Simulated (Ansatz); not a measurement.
# Energy profile

The step: Si₂H₃F₃ ([F][Si]([F])([F])[SiH3]) + H₂O + HF → SiF₄ ([F][Si]([F])([F])[F]) + SiH₄ + H₂O; bonds formed: Si1–F7, Si2–H8, H6–O9; bonds broken: Si1–Si2, H6–F7, H8–O9 (atoms numbered as in the saddle structure below).

```xyz
13
angstrom
Si -1.2011 -0.0881 0.3651
Si 0.3806 0.0864 -1.5772
F -2.5265 -0.9616 0.3040
F -1.8082 1.1593 -0.4940
F -0.9958 0.7254 1.7452
H 1.1157 -0.7291 1.4728
F -0.3096 -1.4237 0.9459
H 0.9710 0.2869 0.2895
O 1.5992 0.1143 1.2479
H 1.6682 -0.6549 -1.7116
H -0.6538 -0.7176 -2.2874
H 0.4997 1.4323 -2.1817
H 1.2608 0.7704 1.8814
```

Electronic energies by CCSD(T) at an estimated basis limit (MP2 extrapolated from triple and quadruple zeta, plus CCSD(T) − MP2 in triple zeta), on PBE0-D4/def2-TZVP structures; Si$_{2}$H$_{6}$OF$_{4}$, closed shell; no counterpoise correction. Computed with Ansatz 0.2.0 (basis: def2-TZVPP and def2-QZVPP); correlated methods freeze the cores. Extrapolation: Hartree–Fock as exp(−7.88 √X), correlation as X^−2.97.

Problem. Give the profile in kJ/mol, counted from the separated reactants. (To be estimated.)

Solution. By the calculation:
| point | kJ/mol |
| --- | --- |
| separated: Si$_{2}$H$_{3}$F$_{3}$ (linked as [F][Si]([F])([F])[SiH3]; Si1, Si2, F3, F4, F5, H10, H11, H12; singlet) + HF (H6, F7; singlet) + H$_{2}$O (H8, O9, H13; singlet) | 0.0 |
| start structure | -62.8 |
| saddle | 103.8 |
| end structure | -176.7 |
| separated: SiF$_{4}$ (linked as [F][Si]([F])([F])[F]; Si1, F3, F4, F5, F7; singlet) + SiH$_{4}$ (Si2, H8, H10, H11, H12; singlet) + H$_{2}$O (H6, O9, H13; singlet) | -154.0 |

No T1 diagnostic of these runs exceeds 0.013.

For scale, one of the runs: CCSD(T)/def2-TZVPP, 323 basis functions, launched by `ansatz run in.yaml --threads 4 --pin off --events-out ev --progress --plain --max-ram 66560MiB --backend cuda --devices 0, --max-vram 37GiB`. Hardware: 4 CPU threads of an AMD EPYC 7R13 and a share of one NVIDIA H100, shared host. Wall time 16 s; peak host memory 0.84 GiB.
